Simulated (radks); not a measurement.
Species: the xenon ion Xe+. Configuration: [Kr] 4d10 5s2 5p5 (the NIST ground configuration). Calculated with a radial shooting solver on a logarithmic mesh with Libxc functionals: Dirac Kohn-Sham, BLYP, spin-unpolarised, spherical densities, finite nucleus; open shells fill j = l - 1/2 first; Fermi nuclear charge, rms radius 4.7859 fm.

Unscreened Slater integrals over Kohn-Sham orbitals (eV). Large and small components are both included.

| integral | value |
|---|---|
| F0(5p3/2,5p3/2) | 11.016 |
| F2(5p3/2,5p3/2) | 5.8886 |
| F0(5p3/2,5p1/2) | 11.257 |
| G2(5p3/2,5p1/2) | 5.9895 |
| F0(5p3/2,5s1/2) | 12.018 |
| G1(5p3/2,5s1/2) | 7.8037 |
| F0(5p3/2,4d5/2) | 13.902 |
| F2(5p3/2,4d5/2) | 3.7317 |
| G1(5p3/2,4d5/2) | 1.1055 |
| G3(5p3/2,4d5/2) | 1.0396 |
| F0(5p1/2,5p1/2) | 11.519 |
| F0(5p1/2,5s1/2) | 12.351 |
| G1(5p1/2,5s1/2) | 8.2929 |
| F0(5p1/2,4d5/2) | 14.465 |
| G3(5p1/2,4d5/2) | 1.1919 |
| F0(5s1/2,5s1/2) | 13.433 |
| F0(5s1/2,4d5/2) | 16.464 |
| G2(5s1/2,4d5/2) | 1.9732 |
| F0(4d5/2,4d5/2) | 27.865 |
| F2(4d5/2,4d5/2) | 14.118 |
| F4(4d5/2,4d5/2) | 9.3835 |
